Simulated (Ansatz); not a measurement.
Gas-phase electronic energies from Ansatz, PBE0-D4/def2-TZVP geometries. CCSD(T)/CBS is the MP2 limit (def2-TZVPP, def2-QZVPP) plus CCSD(T) − MP2 in def2-TZVPP, frozen cores. This one scheme is used for every species. Functionals use def2-TZVPP. One conformer a species, not always the lowest.

Consider the formal exchange of groups at the Al–H bond: `[F][AlH2]` + `COB(O)O[SiH3]` → `O[B](O[SiH3])[AlH][F]` + CH₃OH.

```json
{"species": "`[F][AlH2]`", "ωB97X-V energy (Eh)": "-343.50844"}
{"species": "`COB(O)O[SiH3]`", "ωB97X-V energy (Eh)": "-582.51103"}
{"species": "`O[B](O[SiH3])[AlH][F]`", "ωB97X-V energy (Eh)": "-810.22865"}
{"species": "CH₃OH", "ωB97X-V energy (Eh)": "-115.73250"}
```

(1) Work out ΔE.

Largest T1 diagnostic among the species: 0.014.

## Answers

(1) ΔE = (-810.22865) + (-115.73250) − (-343.50844) − (-582.51103) = 0.05832 Eh = +153.1 kJ/mol. CCSD(T)/CBS gives +153.7 kJ/mol.

From PBE to PBE0 (25 % exact exchange), in def2-TZVPP and without D4, ΔE moves by +10.7 kJ/mol. In def2-TZVPP, CCSD(T) changes the Hartree–Fock value by −23.3 kJ/mol (the triples alone add −3.3 kJ/mol) and MP2 by −19.0 kJ/mol.
